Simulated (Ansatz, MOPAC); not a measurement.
Species: C₃H₈GeI (charge 0, doublet). SMILES: [CH2][Ge]([CH3])([I])[CH3]

Atoms: C1, Ge2, C3, C4, I5, H6, H7, H8, H9, H10, H11, H12, H13. Bonds: C1-Ge2, C1-H6, C1-H7, Ge2-C3, Ge2-C4, Ge2-I5, C3-H8, C3-H9, C3-H10, C4-H11, C4-H12, C4-H13.

Bond lengths (Å) and angles (degrees) optimised at PM7 with MOPAC; MNDO with MOPAC; B3LYP/LANL2DZ with Ansatz (a quantum-chemistry and plane-wave program); B3LYP/6-31G* with LANL2DZ past Ar with Ansatz, each started from the B3LYP-D3(BJ)/def2-TZVP structure (Ansatz) of the last column. A row stands for all coordinates that are equal there; 11 of 17 kinds are shown. 6-31G* holds six Cartesian d functions. At PM7 the structure is a saddle point. No wavenumbers were computed at MNDO, B3LYP/LANL2DZ, so these may be saddle points.

```json
[
 {"coordinate": "C1-Ge2", "PM7": "1.893", "MNDO": "1.873", "B3LYP/LANL2DZ": "1.925", "B3LYP/6-31G* with LANL2DZ past Ar": "1.919", "B3LYP-D3(BJ)/def2-TZVP": "1.918"},
 {"coordinate": "C1-H6", "PM7": "1.060", "MNDO": "1.085", "B3LYP/LANL2DZ": "1.091", "B3LYP/6-31G* with LANL2DZ past Ar": "1.087", "B3LYP-D3(BJ)/def2-TZVP": "1.083"},
 {"coordinate": "Ge2-C3", "PM7": "1.946", "MNDO": "1.934", "B3LYP/LANL2DZ": "1.962", "B3LYP/6-31G* with LANL2DZ past Ar": "1.964", "B3LYP-D3(BJ)/def2-TZVP": "1.957"},
 {"coordinate": "Ge2-I5", "PM7": "2.337", "MNDO": "2.541", "B3LYP/LANL2DZ": "2.677", "B3LYP/6-31G* with LANL2DZ past Ar": "2.679", "B3LYP-D3(BJ)/def2-TZVP": "2.587"},
 {"coordinate": "C3-H8", "PM7": "1.089", "MNDO": "1.107", "B3LYP/LANL2DZ": "1.098", "B3LYP/6-31G* with LANL2DZ past Ar": "1.096", "B3LYP-D3(BJ)/def2-TZVP": "1.091"},
 {"coordinate": "C3-H9", "PM7": "1.089", "MNDO": "1.106", "B3LYP/LANL2DZ": "1.096", "B3LYP/6-31G* with LANL2DZ past Ar": "1.093", "B3LYP-D3(BJ)/def2-TZVP": "1.089"},
 {"coordinate": "C1-Ge2-C3", "PM7": "110.9", "MNDO": "110.7", "B3LYP/LANL2DZ": "112.6", "B3LYP/6-31G* with LANL2DZ past Ar": "112.6", "B3LYP-D3(BJ)/def2-TZVP": "112.4"},
 {"coordinate": "C1-Ge2-I5", "PM7": "107.6", "MNDO": "107.5", "B3LYP/LANL2DZ": "105.6", "B3LYP/6-31G* with LANL2DZ past Ar": "106.0", "B3LYP-D3(BJ)/def2-TZVP": "105.5"},
 {"coordinate": "C3-Ge2-C4", "PM7": "110.4", "MNDO": "110.4", "B3LYP/LANL2DZ": "114.2", "B3LYP/6-31G* with LANL2DZ past Ar": "113.7", "B3LYP-D3(BJ)/def2-TZVP": "113.7"},
 {"coordinate": "C3-Ge2-I5", "PM7": "108.5", "MNDO": "108.7", "B3LYP/LANL2DZ": "105.4", "B3LYP/6-31G* with LANL2DZ past Ar": "105.5", "B3LYP-D3(BJ)/def2-TZVP": "106.1"},
 {"coordinate": "Ge2-C1-H6", "PM7": "120.2", "MNDO": "123.6", "B3LYP/LANL2DZ": "121.9", "B3LYP/6-31G* with LANL2DZ past Ar": "121.9", "B3LYP-D3(BJ)/def2-TZVP": "121.7"}
]
```

Mean signed difference of all 12 bond lengths from B3LYP-D3(BJ)/def2-TZVP: PM7 -0.029 Å, MNDO -0.003 Å, B3LYP/LANL2DZ 0.014 Å, B3LYP/6-31G* with LANL2DZ past Ar 0.012 Å.
